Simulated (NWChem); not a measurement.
System: SnSe, singlet; SMILES [Se]=[Sn]

The following NWChem deck was run.

```
start job
memory heap 200 mb stack 900 mb global 1100 mb
geometry units angstroms noautosym nocenter noautoz
  Sn     0.000000     0.000000    -0.946365
  Se     0.000000     0.000000     1.391610
end
basis spherical
  * library def2-svpd
end
ecp
  Sn library def2-ecp
end
dft
  xc pbe0
  iterations 150
end
property
  response 1 0.0
end
task dft property
```

NWChem printed, in part:

```
             Northwest Computational Chemistry Package (NWChem) 7.3.0
             --------------------------------------------------------

                             Geometry "geometry" -> ""
                             -------------------------

 Output coordinates in angstroms (scale by  1.889725989 to convert to a.u.)

  No.       Tag          Charge          X              Y              Z
 ---- ---------------- ---------- -------------- -------------- --------------
    1 Sn                  50.0000     0.00000000     0.00000000    -0.94636500
    2 Se                  34.0000     0.00000000     0.00000000     1.39161000

 Effective nuclear repulsion energy (a.u.)     384.7779909107

                                 NWChem DFT Module
                                 -----------------

 Summary of "ao basis" -> "ao basis" (spherical)
 ------------------------------------------------------------------------------
       Tag                 Description            Shells   Functions and Types
 ---------------- ------------------------------  ------  ---------------------
 Sn                        def2-svpd                12       32   5s4p3d
 Se                        def2-svpd                15       41   6s5p4d

            General Information
            -------------------
          SCF calculation type: DFT
          Wavefunction type:  closed shell.
          No. of atoms     :     2
          No. of electrons :    56
           Alpha electrons :    28
            Beta electrons :    28
          Charge           :     0
          Spin multiplicity:     1
          Use of symmetry is: off; symmetry adaption is: off
          Maximum number of iterations: 150
          AO basis - number of functions:    73
                     number of shells:    27
          Convergence on energy requested:  1.00D-06
          Convergence on density requested:  1.00D-05
          Convergence on gradient requested:  5.00D-04

              XC Information
              --------------
                         PBE0 Method XC Functional
                     Hartree-Fock (Exact) Exchange  0.250
          PerdewBurkeErnzerhof Exchange Functional  0.750
            Perdew 1991 LDA Correlation Functional  1.000 local
           PerdewBurkeErnz. Correlation Functional  1.000 non-local

             Grid Information
             ----------------
          Grid used for XC integration:  medium
          Radial quadrature: Mura-Knowles
          Angular quadrature: Lebedev.
          Tag              B.-S. Rad. Rad. Pts. Rad. Cut. Ang. Pts.
          ---              ---------- --------- --------- ---------
          Sn                  1.45      123          12.0       590
          Se                  1.15      112          12.0       590
          Grid pruning is: on
          Number of quadrature shells:   235
          Spatial weights used:  Erf1

      Superposition of Atomic Density Guess
      -------------------------------------

 Sum of atomic energies:       -2648.60657091

      Non-variational initial energy
      ------------------------------

 Total energy =   -2612.940929
 1-e energy   =   -4056.787278
 2-e energy   =    1274.544034
 HOMO         =      -0.268760
 LUMO         =      -0.047678

   convergence    iter        energy       DeltaE   RMS-Dens  Diis-err
 ---------------- ----- ----------------- --------- --------- ---------
 d= 0,ls=0.0,diis     1  -2615.2505449876 -2.78D+03  3.38D-02  3.86D-01
 d= 0,ls=0.0,diis     2  -2614.4200895576  8.30D-01  2.51D-02  4.16D+00
 d= 0,ls=0.0,diis     3  -2615.3334931522 -9.13D-01  2.41D-03  1.14D-02
 d= 0,ls=0.0,diis     4  -2615.3348765698 -1.38D-03  6.92D-04  2.14D-03
 d= 0,ls=0.0,diis     5  -2615.3352997858 -4.23D-04  1.60D-04  1.09D-04
  Resetting Diis
 d= 0,ls=0.0,diis     6  -2615.3353169552 -1.72D-05  2.30D-05  3.61D-06
 d= 0,ls=0.0,diis     7  -2615.3353175641 -6.09D-07  6.01D-06  3.28D-08

         Total DFT energy =    -2615.335317564119
      One electron energy =    -4058.334373085917
           Coulomb energy =     1378.641754051388
    Exchange-Corr. energy =     -104.945014530305
 Nuclear repulsion energy =      169.302316000716

 Numeric. integr. density =       56.000000072892

                       DFT Final Molecular Orbital Analysis
                       ------------------------------------

 Vector   26  Occ=2.000000D+00  E=-2.702571D-01
              MO Center=  5.9D-08,  3.6D-08,  4.9D-02, r^2= 4.3D+00
   Bfn.  Coefficient  Atom+Function         Bfn.  Coefficient  Atom+Function
  ----- ------------  ---------------      ----- ------------  ---------------
    14      0.402680  1 Sn pz                47     -0.393028  2 Se pz
    50     -0.385174  2 Se pz                 3     -0.283391  1 Sn s
    44      0.250469  2 Se pz                 4     -0.224958  1 Sn s
    17      0.178671  1 Sn pz                11     -0.132856  1 Sn pz
     8     -0.124922  1 Sn pz                 2      0.110147  1 Sn s

 Vector   27  Occ=2.000000D+00  E=-2.607824D-01
              MO Center= -1.7D-08, -4.1D-08,  8.8D-01, r^2= 2.7D+00
   Bfn.  Coefficient  Atom+Function         Bfn.  Coefficient  Atom+Function
  ----- ------------  ---------------      ----- ------------  ---------------
    49      0.422628  2 Se py                46      0.374638  2 Se py
    48      0.256760  2 Se px                43     -0.239427  2 Se py
    45      0.227605  2 Se px                13      0.220962  1 Sn py
    42     -0.145460  2 Se px                12      0.134241  1 Sn px
    16      0.118261  1 Sn py                40      0.077761  2 Se py

 Vector   28  Occ=2.000000D+00  E=-2.607824D-01
              MO Center= -8.4D-09,  1.5D-08,  8.8D-01, r^2= 2.7D+00
   Bfn.  Coefficient  Atom+Function         Bfn.  Coefficient  Atom+Function
  ----- ------------  ---------------      ----- ------------  ---------------
    48      0.422628  2 Se px                45      0.374638  2 Se px
    49     -0.256760  2 Se py                42     -0.239427  2 Se px
    46     -0.227605  2 Se py                12      0.220962  1 Sn px
    43      0.145460  2 Se py                13     -0.134241  1 Sn py
    15      0.118261  1 Sn px                39      0.077761  2 Se px

 Vector   29  Occ=0.000000D+00  E=-9.580039D-02
              MO Center= -6.0D-10,  2.3D-09, -5.9D-01, r^2= 4.4D+00
   Bfn.  Coefficient  Atom+Function         Bfn.  Coefficient  Atom+Function
  ----- ------------  ---------------      ----- ------------  ---------------
    16      0.406803  1 Sn py                13      0.379698  1 Sn py
    15      0.359915  1 Sn px                12      0.335935  1 Sn px
    49     -0.261634  2 Se py                48     -0.231478  2 Se px
    46     -0.190175  2 Se py                45     -0.168255  2 Se px
    10     -0.118903  1 Sn py                43      0.119106  2 Se py

 Vector   30  Occ=0.000000D+00  E=-9.580039D-02
              MO Center= -1.8D-08,  1.6D-08, -5.9D-01, r^2= 4.4D+00
   Bfn.  Coefficient  Atom+Function         Bfn.  Coefficient  Atom+Function
  ----- ------------  ---------------      ----- ------------  ---------------
    15      0.406803  1 Sn px                12      0.379698  1 Sn px
    16     -0.359915  1 Sn py                13     -0.335935  1 Sn py
    48     -0.261634  2 Se px                49      0.231478  2 Se py
    45     -0.190175  2 Se px                46      0.168255  2 Se py
     9     -0.118903  1 Sn px                42      0.119106  2 Se px

 Vector   31  Occ=0.000000D+00  E= 2.014588D-03
              MO Center=  4.5D-08, -9.1D-09, -9.8D-01, r^2= 9.4D+00
   Bfn.  Coefficient  Atom+Function         Bfn.  Coefficient  Atom+Function
  ----- ------------  ---------------      ----- ------------  ---------------
     5      1.367990  1 Sn s                 38     -1.145413  2 Se s
     4     -0.749259  1 Sn s                 30      0.413092  1 Sn d  0
    37      0.390705  2 Se s                  3     -0.280688  1 Sn s
    50     -0.281947  2 Se pz                14     -0.266233  1 Sn pz
    36      0.256249  2 Se s                 17     -0.236113  1 Sn pz

     Multipole analysis of the density
     ---------------------------------

     L   x y z        total         alpha         beta         nuclear
     -   - - -        -----         -----         ----         -------
     0   0 0 0     -0.000000    -28.000000    -28.000000     56.000000

     1   1 0 0     -0.000000     -0.000000     -0.000000      0.000000
     1   0 1 0     -0.000000     -0.000000     -0.000000      0.000000
     1   0 0 1     -1.245224    -25.656483    -25.656483     50.067742

     2   2 0 0    -31.497453    -15.748726    -15.748726      0.000000
     2   1 1 0      0.000000      0.000000      0.000000      0.000000
     2   1 0 1     -0.000000     -0.000000     -0.000000      0.000000
     2   0 2 0    -31.497453    -15.748726    -15.748726      0.000000
     2   0 1 1     -0.000000     -0.000000     -0.000000      0.000000
     2   0 0 2    -32.531672   -169.012779   -169.012779    305.493885

 *** CALLING NEW AORESP DRIVER FOR CLOSED AND OPEN SHELLS ***
 Entering AOResponse driver routine

--------------------------------------------------------------------------------

[...]

 DFT Linear Response polarizability / au
 Frequency  =       0.0000000 / au
              X              Y              Z
 -----------------------------------------------
 X      58.0096791     -0.0000003      0.0000018
 Y      -0.0000003     58.0096823     -0.0000005
 Z       0.0000018     -0.0000005    105.2063831
 -----------------------------------------------
 Eigenvalues =      58.0096791     58.0096824    105.2063831
 Isotropic   =      73.7419148
 Anisotropic =      47.1967024
 -----------------------------------------------

 Magnetic Dipole Response Matrix (nonzero elements):

 Exiting AOResponse driver routine
```

Level: PBE0/def2-SVPD with def2 effective core potentials on Sn. Low-valent species are run as closed-shell singlets; no triplet was tried in these runs. Coordinates come from a PBE0/def2-SVP optimisation. def2 effective core potentials on Sn; no spin-orbit coupling.
